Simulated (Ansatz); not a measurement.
`[OH][W]([OH])(=[S])=[S]` + `CNC` → `C[N](C)[W]([OH])(=[S])=[S]` + H₂O  (ligand exchange at a W–O bond)

Computed with Ansatz on PBE0-D4/def2-TZVP structures; ΔE is electronic, products minus reactants. CBS: MP2 limit from def2 TZ/QZ plus the TZ coupled-cluster correction, frozen cores. This one scheme is used for every species. DFT in def2-TZVPP. HSE06 is defined as in plane-wave codes. Elements past krypton have def2 core potentials. For W outer-core shells are correlated without core-valence functions, which leaves a few kJ/mol of doubt a bond. One conformer a species, not always the lowest.

```csv
level,ΔE (kJ/mol)
PBE-D4,2.1
r2SCAN0-D4,5.9
BHLYP-D4,4.1
ωB97X-V,10.1
revPBE,19.0
BLYP,23.3
HSE06,11.5
BHLYP,20.5
```

(1) What does CCSD(T)/CBS give? (Estimate.)

(2) What do rigid-rotor, harmonic-oscillator terms from PBE0-D4/def2-TZVP frequencies (298.15 K, 1 bar) make of the CCSD(T)/CBS value? (An estimate is asked.)

Largest T1 diagnostic among the species: 0.023, so the coupled-cluster value is less sure than usual.

Results:

(1) Computed: -10.1 kJ/mol. The listed levels differ from it by 12.2, 16.0, 14.2, 20.2, 29.1, 33.4, 21.6, 30.6 kJ/mol.

(2) The calculation gave: ΔZPE = -6.3 kJ/mol, ΔH = -11.2 kJ/mol, ΔS = -2 J/(mol·K), ΔG = -10.7 kJ/mol. Modes under 50 cm⁻¹ make the entropy rough.

The D4 term adds −17.6 kJ/mol with B3LYP and −10.3 kJ/mol with PBE0; it sums over pairs of atoms, weighted by their polarisabilities, and B3LYP, whose exchange is more repulsive, gets the larger term. Leaving LDA and LC-ωPBE aside and taking each functional with its dispersion term where it has one, the values, not all of them listed here, spread over 16.0 kJ/mol, from PBE-QIDH to B97M-V. LDA lies −12.4 kJ/mol from PBE without D4.

B3LYP here is the variant with VWN-RPA as its local correlation; programs differ in this.
